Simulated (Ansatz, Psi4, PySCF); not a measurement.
Species: C$_{5}$H$_{12}$O, charge 0, multiplicity 1. SMILES: C(C)(CCO)C
Geometry: optimised at B3LYP-D3(BJ)/def2-TZVP (Ansatz, a first-principles code).

Property: vertical triplet-singlet gap, E(triplet) - E(singlet), in eV. Set-up: no spin-orbit coupling; UHF or UKS for open shells; 6-31G* and kin with 6d, 5d where marked; each state is the SCF solution reached for its charge and spin; 6-311+G** with 5d; dispersion terms only where a functional's name holds one; non-relativistic. First-principles rows: single points at B3LYP-D3(BJ) geometries (Ansatz). Levels can end on unlike triplets.

```json
[
 {"level": "PBE/6-311+G**", "program": "Ansatz", "vertical triplet-singlet gap, E(triplet) - E(singlet) (eV)": "6.15"},
 {"level": "B3LYP/STO-3G", "program": "Ansatz", "vertical triplet-singlet gap, E(triplet) - E(singlet) (eV)": "9.46"},
 {"level": "B3LYP/3-21G", "program": "Ansatz", "vertical triplet-singlet gap, E(triplet) - E(singlet) (eV)": "7.50"},
 {"level": "B3LYP/6-31G*", "program": "Ansatz", "vertical triplet-singlet gap, E(triplet) - E(singlet) (eV)": "7.43"},
 {"level": "M06-2X/6-31G* (5d)", "program": "PySCF", "vertical triplet-singlet gap, E(triplet) - E(singlet) (eV)": "7.82"},
 {"level": "wB97X-D/6-31G*", "program": "Psi4", "vertical triplet-singlet gap, E(triplet) - E(singlet) (eV)": "7.78"},
 {"level": "PBE0/def2-TZVPD", "program": "Ansatz", "vertical triplet-singlet gap, E(triplet) - E(singlet) (eV)": "6.41"},
 {"level": "wB97X-V/def2-TZVPD", "program": "Ansatz", "vertical triplet-singlet gap, E(triplet) - E(singlet) (eV)": "6.73"}
]
```

No value to compare with is used here. The 6 habitual levels span 6.15 (PBE/6-311+G**) to 9.46 eV (B3LYP/STO-3G); PBE0/def2-TZVPD gives 6.41.

The levels are drawn from those run, B3LYP/6-31G* more often than the rest, none by its result; left out are runs that failed, that the program found above a lower state of the same kind, or whose <S^2> lies over 0.5 above the pure value.
